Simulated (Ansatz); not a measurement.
Task: Predict a relaxed structure of Cu₃O₄⁻ (the lowest singlet isomer of a short search), charge -1, singlet, at B3LYP-D4/def2-SVPD (Ansatz).

Result: 
| atom | x (Å) | y (Å) | z (Å) |
| --- | --- | --- | --- |
| Cu1 | 1.6203 | -0.5571 | -0.3524 |
| Cu2 | -0.4287 | -0.9214 | 1.0410 |
| Cu3 | -0.1529 | 1.1201 | -0.9163 |
| O4 | -1.7933 | 1.1314 | -0.0678 |
| O5 | 1.1688 | -1.7398 | 0.9432 |
| O6 | -1.9268 | 0.1459 | 0.8753 |
| O7 | 1.5127 | 0.8209 | -1.5230 |
Point group C2v (tolerance 0.1 Å). This is one stationary point.

The structure holds 1 bond(s) between oxygen atoms. The restricted singlet is unstable towards broken spin symmetry at other levels; at B3LYP-D4/def2-SVPD this wasn't settled. The relaxation made no stability test and no search for a lower SCF solution. No other spin state of charge -1 was run. The structure comes from a short search, and lower isomers may exist.
